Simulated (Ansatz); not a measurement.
The Ge1–H3 bond of GeH5N (SMILES [NH2][GeH3]) is stretched (multiplicity 1, the rest rigid).
Geometry at rest (charge 0, multiplicity 1):
| atom | x (Å) | y (Å) | z (Å) |
|---|---|---|---|
| Ge | -0.3602 | 0.0405 | 0.0299 |
| N | 1.4703 | -0.1400 | -0.2088 |
| H | -1.0324 | -0.9064 | -0.9769 |
| H | -0.7026 | 1.5079 | -0.2731 |
| H | -0.8590 | -0.3067 | 1.4546 |
| H | 1.8070 | -1.0853 | -0.0769 |
| H | 2.0201 | 0.4746 | 0.3779 |

Frozen-core correlation. Filled d and f shells under p-block atoms count as core.

Codes used: Ansatz (a program for electronic structure). Values without a source in brackets are computed.

FIC-MRCISD+Q on CASSCF(2,2)/cc-pVTZ, total energies (hartree):

```csv
R (Å),CASSCF,MRCISD,weight c² of the reference
1.537,-2132.803235,-2133.137184,0.90081
2.690,-2132.710670,-2133.034927,0.90121
4.918,-2132.675469,-2132.996464,0.90219
```

Add the Davidson correction (E_MRCISD − E_CASSCF)(1 − c²)/c² and give the energies above the first point at the three levels.


Corrections (hartree): -0.036774, -0.035546, -0.034801. Above the first point (kcal/mol):
- R = 2.690 Å: CASSCF 58.1, MRCISD 64.2, with the correction 64.9
- R = 4.918 Å: CASSCF 80.2, MRCISD 88.3, with the correction 89.5
